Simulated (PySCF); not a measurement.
AlBr₃.

```xyz
4

Al     0.0000     0.0000     0.0000
Br    -2.2416     0.0000     0.0000
Br     1.1208     1.9413     0.0000
Br     1.1208    -1.9413     0.0000
```
Charge 0, spin multiplicity 1.

Geometry: B3LYP-D3(BJ)/def2-SVP. The isomer is the one that the SMILES or the coordinates give; other isomers of the formula were not compared.

These are PBE/pcSseg-1 in PySCF values and carry that method's errors. Non-relativistic, no solvent.

Computed absolute GIAO shielding of each atom: isotropic value and principal components (ppm):
```json
[
 {"atom": "Al1", "σ(iso)": "364.2", "σ11": "321.9", "σ22": "385.3", "σ33": "385.3", "span": "63.4"},
 {"atom": "Br2", "σ(iso)": "2406.7", "σ11": "2140.7", "σ22": "2250.0", "σ33": "2829.6", "span": "688.9"},
 {"atom": "Br3", "σ(iso)": "2406.7", "σ11": "2140.7", "σ22": "2250.0", "σ33": "2829.6", "span": "688.9"},
 {"atom": "Br4", "σ(iso)": "2406.7", "σ11": "2140.7", "σ22": "2250.0", "σ33": "2829.6", "span": "688.9"}
]
```
